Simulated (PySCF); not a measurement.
Sr, charge +1, doublet (a state made from the parent by changing its charge; the spin is typed, not shown lowest) (core potentials on Sr); R2SCAN/def2-TZVP in PySCF.

Input for PySCF:
```python
from pyscf import gto, scf, dft

mol = gto.Mole()
mol.atom = '''
    Sr    0.000000    0.000000    0.000000
'''
mol.basis = 'def2-tzvp'
mol.ecp = {'Sr': 'def2-tzvp'}
mol.charge = 1
mol.spin = 1
mol.verbose = 5
mol.build()

mf = dft.UKS(mol)
mf.xc = 'r2scan'
mf.kernel()
```

It wrote (shortened):

```
PySCF version 2.14.0

[INPUT] verbose = 5
[INPUT] max_memory = 4000
[INPUT] num. atoms = 1
[INPUT] num. electrons = 9
[INPUT] charge = 1
[INPUT] spin (= nelec alpha-beta = 2S) = 1
[INPUT] symmetry False subgroup None
[INPUT] Mole.unit = angstrom
[INPUT] Symbol           X                Y                Z      unit          X                Y                Z       unit  Magmom
[...]
[INPUT] ---------------- BASIS SET ----------------
[INPUT] l, kappa, [nprim/nctr], expnt,             c_1 c_2 ...
[INPUT] Sr
[...]
                                8.5               0.33970355376
[...]
                                3.6731307392      -0.20523185005
                                0.90496618455     0.49209972665
                                0.43310256408     0.62105296512
[...]
                                0.996656          0.108098
                                0.390735          0.27854
[...]
nuclear repulsion = 0
number of shells = 13
number of NR pGTOs = 53
number of NR cGTOs = 33
basis = def2-tzvp
ecp = {'Sr': 'def2-tzvp'}

******** <class 'pyscf.dft.uks.UKS'> ********
method = UKS
initial guess = minao
damping factor = 0
level_shift factor = 0
DIIS = <class 'pyscf.scf.diis.CDIIS'>
diis_start_cycle = 1
diis_space = 8
diis_damp = 0
SCF conv_tol = 1e-09
SCF conv_tol_grad = None
SCF max_cycles = 50
direct_scf = True
direct_scf_tol = 1e-13
number electrons alpha = 5  beta = 4
XC library pyscf.dft.libxc version 7.1.2
    S. Lehtola, C. Steigemann, M. J. T. Oliveira, and M. A. L. Marques,  SoftwareX 7, 1–5 (2018)
XC functionals = r2scan
    J. W. Furness, A. D. Kaplan, J. Ning, J. P. Perdew, and J. Sun,  J. Phys. Chem. Lett. 11, 8208–8215 (2020)
    J. W. Furness, A. D. Kaplan, J. Ning, J. P. Perdew, and J. Sun,  J. Phys. Chem. Lett. 11, 9248–9248 (2020)
    J. W. Furness, A. D. Kaplan, J. Ning, J. P. Perdew, and J. Sun,  J. Phys. Chem. Lett. 11, 8208–8215 (2020)
    J. W. Furness, A. D. Kaplan, J. Ning, J. P. Perdew, and J. Sun,  J. Phys. Chem. Lett. 11, 9248–9248 (2020)
radial grids:
    Treutler-Ahlrichs [JCP 102, 346 (1995); DOI:10.1063/1.469408] (M4) radial grids

becke partition: Becke, JCP 88, 2547 (1988); DOI:10.1063/1.454033
pruning grids: <function nwchem_prune>
grids dens level: 3
symmetrized grids: False
atomic radii adjust function: <function treutler_atomic_radii_adjust>
small_rho_cutoff = 0
Set gradient conv threshold to 3.16228e-05
Density of valence part of ANO basis will be used as initial guess for Sr
[...]
  3.31353683e-01  3.31353683e-01  3.31353683e-01  6.64009821e-01
  6.69359751e-01  6.69359751e-01  6.69359751e-01  1.73900449e+01
  6.98204585e+01]
  beta  mo_energy =
[-1.80243904e+00 -1.10093229e+00 -1.10093229e+00 -1.10093229e+00
 -2.51905109e-01 -2.09995242e-01 -2.09995242e-01 -2.09995242e-01
 -2.09995242e-01 -2.09995242e-01 -1.79260079e-01 -1.79260079e-01
 -1.79260079e-01 -1.25134357e-01 -1.02350484e-01 -1.02350484e-01
 -1.02350484e-01 -1.02350484e-01 -1.02350484e-01 -6.88691410e-02
 -6.88691410e-02 -6.88691410e-02  3.46183681e-01  3.46183681e-01
  3.46183681e-01  3.46183681e-01  3.46183681e-01  6.43786463e-01
  6.43786463e-01  6.43786463e-01  6.55217591e-01  1.73782248e+01
  6.98199341e+01]
multiplicity <S^2> = 0.75039536  2S+1 = 2.0003953
nelec by numeric integration = [5. 4.]
E1 = -47.76291326214974  E2 = 17.2739215463834  Ecoul = 21.378947859940183  Exc = -4.105026313556785
cycle= 6 E= -30.4889917157663  delta_E= -5.31e-11  |g|= 3.97e-07  |ddm|= 0.0001
  alpha mo_energy =
[-1.80620311e+00 -1.10487349e+00 -1.10487349e+00 -1.10487349e+00
 -3.22138164e-01 -2.43689963e-01 -2.43689963e-01 -2.43689963e-01
 -2.43689963e-01 -2.43689963e-01 -2.05143596e-01 -2.05143596e-01
 -2.05143596e-01 -6.33892638e-02 -3.91466756e-02 -3.91466756e-02
 -3.91466756e-02 -3.91466756e-02 -3.91466756e-02 -8.18664150e-03
 -8.18664150e-03 -8.18664150e-03  3.31354298e-01  3.31354298e-01
  3.31354298e-01  3.31354298e-01  3.31354298e-01  6.64010445e-01
  6.69360651e-01  6.69360651e-01  6.69360651e-01  1.73900449e+01
  6.98204583e+01]
  beta  mo_energy =
[-1.80243917e+00 -1.10093236e+00 -1.10093236e+00 -1.10093236e+00
 -2.51904988e-01 -2.09995106e-01 -2.09995106e-01 -2.09995106e-01
 -2.09995106e-01 -2.09995106e-01 -1.79258630e-01 -1.79258630e-01
 -1.79258630e-01 -1.25132240e-01 -1.02349428e-01 -1.02349428e-01
 -1.02349428e-01 -1.02349428e-01 -1.02349428e-01 -6.88662224e-02
 -6.88662224e-02 -6.88662224e-02  3.46183763e-01  3.46183763e-01
  3.46183763e-01  3.46183763e-01  3.46183763e-01  6.43787307e-01
  6.43787307e-01  6.43787307e-01  6.55218088e-01  1.73782248e+01
  6.98199340e+01]
multiplicity <S^2> = 0.75039537  2S+1 = 2.0003953
nelec by numeric integration = [5. 4.]
E1 = -47.762913989840015  E2 = 17.273922274073556  Ecoul = 21.378948740995604  Exc = -4.10502646692205
Extra cycle  E= -30.4889917157665  delta_E= -1.21e-13  |g|= 9.64e-08  |ddm|= 2.37e-06
converged SCF energy = -30.4889917157665  <S^2> = 0.75039537  2S+1 = 2.0003953
```
